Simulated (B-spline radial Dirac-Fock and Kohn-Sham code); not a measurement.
## Elastic and transport cross sections of strontium for electrons

Model: relativistic (Dirac) partial waves in the static field of the Dirac-Fock atom with Furness-McCarthy exchange, without polarisation or absorption potentials. Program: an atomic code on a B-spline grid. Below a few hundred eV the neglected polarisation potential matters, most of all at small angles. σ_tr1 and σ_tr2 weight the cross section with 1 − P₁ and 1 − P₂ of cos θ; "backward" is the share scattered beyond 90°.

| energy (eV) | σ (a₀²) | σ_tr1 (a₀²) | σ_tr2 (a₀²) | σ/σ_tr1 | backward (%) |
| --- | --- | --- | --- | --- | --- |
| 50 | 67.6 | 12.9 | 23.0 | 5.26 | 4.8 |
| 50.4 | 67.3 | 12.7 | 22.8 | 5.29 | 4.7 |
| 59.5 | 61.4 | 10.7 | 19.3 | 5.73 | 3.4 |
| 65.5 | 57.9 | 9.88 | 17.7 | 5.86 | 3.0 |
| 100 | 43.3 | 7.99 | 12.8 | 5.41 | 4.7 |
| 113 | ? | ? | ? | ? | ? |
| 126 | 36.7 | 7.50 | 10.8 | 4.89 | 7.2 |
| 131 | 35.7 | 7.42 | 10.5 | 4.81 | 7.6 |
| 177 | 28.9 | 6.71 | 8.13 | 4.31 | 11 |
| 194 | 27.2 | 6.45 | 7.46 | 4.22 | 11 |
| 200 | 26.7 | 6.36 | 7.24 | 4.19 | 11 |
| 210 | 25.9 | 6.21 | 6.90 | 4.16 | 12 |
| 218 | 25.2 | 6.09 | 6.65 | 4.14 | 12 |
| 300 | 20.8 | 5.01 | 4.76 | 4.15 | 12 |
| 307 | 20.5 | 4.93 | 4.64 | 4.16 | 12 |
| 368 | 18.4 | 4.28 | 3.83 | 4.31 | 11 |
| 463 | 16.2 | 3.51 | 3.03 | 4.62 | 9.6 |
| 500 | 15.5 | 3.26 | 2.81 | 4.76 | 9.1 |

Problem. Fill in the row for 113 eV.

Solution. σ = 39.6 a₀², σ_tr1 = 7.72 a₀², σ_tr2 = 11.7 a₀², σ/σ_tr1 = 5.13, backward 6.0 %. The ratio σ/σ_tr1 is roughly the number of elastic collisions that randomise the direction.

Values without a named source are computed, but for edge energies of neutral atoms, which are taken from tables.
